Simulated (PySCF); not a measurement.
## Dipole moment and polarisability of `CC[SiH2]O[SiH2]C`

Compound: C₃H₁₂OSi₂.
Numbering: `[CH3:1][CH2:2][SiH2:3][O:4][SiH2:5][CH3:6]` (hydrogens: H7, H8, H9 on C1; H10, H11 on C2; H12, H13 on Si3; H14, H15 on Si5; H16, H17, H18 on C6)

Cartesian coordinates in Å at the GFN2-xTB level; atoms count from 1:
```xyz
18
C3H12OSi2 angstrom
C     -3.1196   -0.0925    0.7340
C     -1.7082   -0.4790    0.3060
Si    -0.6860    1.0117   -0.2823
O      0.7595    0.4959   -0.7993
Si     2.2845   -0.0320   -0.9578
C      2.9868   -0.4836    0.7451
H     -3.0890    0.6319    1.5448
H     -3.6799   -0.9619    1.0753
H     -3.6612    0.3557   -0.0956
H     -1.7711   -1.2246   -0.4900
H     -1.2066   -0.9699    1.1435
H     -1.2891    1.6626   -1.4465
H     -0.4573    1.9556    0.8168
H      3.0268    1.0727   -1.5690
H      2.2032   -1.2039   -1.8320
H      2.4284   -1.2973    1.2014
H      4.0239   -0.7980    0.6735
H      2.9461    0.3629    1.4261
```

Level: PBE0/def2-SVPD (PySCF), static field, nuclei fixed, core orbitals frozen in the response. The polarisability tensor in these axes (au):

```
x   102.58  -0.45  -2.90
y    -0.45  84.93  -2.64
z    -2.90  -2.64  86.61
```

**Question.** What are the eigenvalues, a third of the trace, and Δα (Δα² = ½Σ(αi − αj)² over the three pairs)?

**Answer.** Principal values 82.78, 88.25 and 103.09 au; mean 91.37 au = 13.54 Å³ = 15.07 × 10⁻⁴⁰ C²·m²/J; Δα = 18.20 au (20 % of the mean).

**Question.** What is the dipole moment, and where does it point?

**Answer.** (-0.08, -0.68, 0.89) D, 1.12 D in size, pointing from the negative to the positive side. Measured along this direction, the outermost atoms are H14 and H12 at the negative end and H8 at the positive end.

**Question.** What would n − 1 = 2πNα be for an ideal gas of these molecules at 500 K and 1 atm, electronic part alone?

**Answer.** N = p/kT = 1.4678 × 10¹⁹ cm⁻³, so n − 1 = 2π × N × 13.54 × 10⁻²⁴ cm³ = 1249 × 10⁻⁶ at long wavelengths.

**Question.** Estimate the molar refractivity from the static electronic polarisability.

**Answer.** Lorentz–Lorenz: R = (4π/3)N_A α = 2.5225 cm³/(mol·Å³) × 13.54 Å³ = 34.2 cm³/mol, in the limit of long wavelengths.

**Question.** Find the Langevin capture rate constant for H3O+ (19.018 u) meeting this molecule (120.043 u), k = 2.342 × 10⁻⁹ cm³/s × √(α in Å³ / reduced mass in u).

**Answer.** The reduced mass is 16.42 u, so k = 2.13 × 10⁻⁹ cm³/s. The formula leaves out the permanent dipole, which adds to the capture rate.

**Question.** Directions of the eigenvectors, and the extent of the frame along each?

**Answer.** Largest value along (0.98, 0.00, -0.17), where the nuclei span 7.66 Å; middle along (0.14, -0.63, 0.77), 4.39 Å; least along (0.11, 0.78, 0.62), 3.81 Å. The response follows the extents in order.

Isolated species at its GFN2-xTB geometry (one conformer only).
